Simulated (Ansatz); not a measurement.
Reaction (SMILES): C[SiH](C)C -> C[Si](C)C + H atom (the H-Si bond at the site shown breaks; other sites are not compared here)
Structures are relaxed separately at B3LYP-D3(BJ)/def2-TZVP in Ansatz (an electronic-structure program). Frequencies are from Ansatz.

Quantity: bond dissociation energy (0 K, with B3LYP-D3(BJ) harmonic zero-point energies), in kJ/mol. Valence correlation only, unless marked. UHF or UKS for open shells. No spin-orbit coupling. Non-relativistic. CBS(X,Y): correlation extrapolated as X^-3; Hartree-Fock from the larger set.

| level | program | bond dissociation energy (kJ/mol) |
|---|---|---|
| BLYP/def2-TZVPD | Ansatz | 369.5 |
| B3LYP/def2-TZVPD | Ansatz | 379.6 |
| PBE0/def2-TZVPD | Ansatz | 366.2 |
| HSE06-D3(BJ)/def2-TZVPD | Ansatz + dftd3 | 366.7 |
| B2PLYP-D3(BJ)/def2-TZVPD | Ansatz + dftd3 | 379.0 |
| B2PLYP-D4/def2-TZVPD | Ansatz + dftd4 | 379.1 |
| MP2/STO-3G | Ansatz | 455.4 |
| RI-MP2/cc-pV(T+d)Z | Ansatz | 373.8 |
| SCS-MP2/cc-pV(Q+d)Z | Ansatz | 392.3 |
| CCSD(T)/CBS(cc-pV(T+d)Z,cc-pV(Q+d)Z) | Ansatz | 390.3 |
